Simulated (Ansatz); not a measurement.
Correlation energies of `C=C1OC=C[SiH2]1` by basis set

Z-matrix (Å, degrees):
```
Si
C 1 1.839
C 1 1.888 2 89.1
H 1 1.487 2 116.4 3 -115.7
H 1 1.487 2 116.4 3 115.7
C 2 1.337 1 107.3 3 -0.0
H 2 1.080 1 132.5 3 180.0
O 3 1.390 1 108.5 2 0.0
C 3 1.326 1 132.9 2 -180.0
H 6 1.085 2 126.7 1 -180.0
H 9 1.085 3 121.7 1 180.0
H 9 1.082 3 120.1 1 -0.0
```

The species carries charge 0 and has multiplicity 1. Geometry: relaxed with PBE0-D4/def2-TZVP. Frozen core, restricted reference, Ansatz. CBS rows extrapolate triple and quadruple zeta; past MP2 they add the triple-zeta difference.

```json
{"basis": "def2-TZVPP", "HF (Eh)": "-518.81320", "MP2 corr.": "-0.97896", "CCSD corr.": "-1.01875", "(T)": "-0.04868", "CCSD(T) total": "-519.88063"}
{"basis": "def2-QZVPP", "HF (Eh)": "-518.83225", "MP2 corr.": "-1.04693", "CCSD corr.": "–", "(T)": "–", "CCSD(T) total": "–"}
{"basis": "CBS(def2)", "HF (Eh)": "-518.83487", "MP2 corr.": "-1.09729", "CCSD corr.": "-1.13708", "(T)": "as TZ", "CCSD(T) total": "-520.02063"}
```
